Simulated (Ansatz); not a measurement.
The same path of Cl2Zn + H2 (5 atoms, charge 0, multiplicity 1) was run twice with different band settings. Lost on the way: Zn1–Cl2, H4–H5. Made: Zn1–H4, Cl2–H5.

Theory: RKS BHLYP-D4/def2-SVP (Ansatz).

Relaxed end points:

```xyz
5
Properties=species:S:1:pos:R:3
Zn 0.297 0.000 0.281
Cl 0.833 0.000 2.321
Cl -0.079 0.000 -1.794
H -2.257 0.000 0.481
H -2.079 0.000 1.215
```

```xyz
5
Properties=species:S:1:pos:R:3
Zn -0.989 0.000 -0.566
Cl 0.184 0.000 2.041
Cl 0.887 0.000 -1.572
H -2.453 0.000 -0.100
H -0.914 0.000 2.701
```

Common settings: movable images 5; climbing image yes; spring 5.0 eV/Å²; optimiser quadratic models (default); start path through a guess of the saddle point; force threshold 0.05 eV/Å; end points relaxed.

| run | iteration limit |
| --- | --- |
| 1 | 60 |
| 2 | 10 |

(1) What does each run give, and how far can it be trusted?

Answers

(1) Run 1: converged after 8 iterations, highest image 1.551 eV above the first end. A vibrational analysis at the climbing image gives one clearly imaginary mode, 1186i cm⁻¹: a first-order saddle point.
Run 2: converged after 8 iterations, highest image 1.551 eV above the first end. Another band between the same ends (5 images) ends at a top of the same energy, where a vibrational analysis finds 1 clearly imaginary mode.
The orbitals stay closed-shell, which can raise the energy where a bond breaks towards radicals; this wasn't checked here.
